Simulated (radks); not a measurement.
Results of a calculation; reference values are marked as such.
Task: The mean radii <r> (bohr) of the occupied orbitals of an atom or ion are listed with their occupations. Code: a radial shooting solver on a logarithmic mesh with Libxc functionals. Model: Dirac Kohn-Sham, BLYP, spin-unpolarised, spherical densities, finite nucleus; Fermi nuclear charge, rms radius of each element as measured or else 0.836 A^(1/3) + 0.57 fm.

| orbital | occ. | <r> |
|---|---|---|
| 1s1/2 | 2 | 0.04029 |
| 2s1/2 | 2 | 0.1776 |
| 2p1/2 | 2 | 0.1522 |
| 2p3/2 | 4 | 0.1563 |
| 3s1/2 | 2 | 0.5106 |
| 3p1/2 | 2 | 0.5118 |
| 3p3/2 | 4 | 0.5223 |
| 3d3/2 | 4 | 0.5233 |
| 3d5/2 | 6 | 0.5271 |
| 4s1/2 | 2 | 1.451 |
| 4p1/2 | 2 | 1.693 |
| 4p3/2 | 4 | 1.731 |

Name the element and its charge. Open shells, if any, are shared by 2j + 1.

Result: Z = 37, rubidium, charge +1: Rb+ in [Kr]. The 1s radius gives Z: for a bare nucleus <r> = (2 gamma + 1)/(2Z) with gamma = sqrt(1 - (Z/c)^2), 0.03954 bohr for Z = 37, and screening makes it slightly larger (0.04029 here). The occupations add up to 36, and the charge is Z minus that.
